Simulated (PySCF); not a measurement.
**Levels of W⁶¹⁺ from EOM-EA-GCCSD**

Reference: closed-shell W⁶²⁺, [Ne] 3s2; one electron is added. Calculated with PySCF 2.14, two-component X2C-1e with screened spin-orbit coupling, an uncontracted even-tempered set (17 s from 7 bohr⁻², ratio 2.6; 14 p from 9.1 bohr⁻², ratio 2.6; 6 d from 9.3 bohr⁻², ratio 2.8; 4 f from 130 bohr⁻², ratio 2.8); frozen 1s2; the 52 highest virtual spinors dropped; of the others 56 kept and the rest restored at second order. No Breit or QED terms. Binding energies in eV.

```tsv
level	Koopmans	second order	EOM-CCSD
3p1/2	6729.8	6731.4	6730.7
3p3/2	6360.2	6362.8	6363.0
3d3/2	6135.7	6149.7	6126.4
3d5/2	6053.8	near a pole	6054.2
```

Electric-dipole lines between these computed levels:

| lower | upper | ΔE (eV) | vacuum wavelength (nm) |
| --- | --- | --- | --- |
| 3p1/2 | 3d3/2 | 604.27 | 2.052 |
| 3p3/2 | 3d3/2 | 236.51 | 5.242 |
| 3p3/2 | 3d5/2 | 308.77 | 4.015 |

In EOM-CCSD the overlap with the one-orbital guess is low for 3d3/2 (weight 0.79). That can mean mixing with two-particle, one-hole states, where second order and EOM-CCSD lose accuracy, or only a rotation among the degenerate components of the shell; the terms of those configurations are not listed.

For comparison, the ionisation energy of W⁶¹⁺ is 6735 ± 7 eV (semi-empirical (NIST evaluation); NIST Atomic Spectra Database, ionization energies).

Only part of the computed levels is shown.
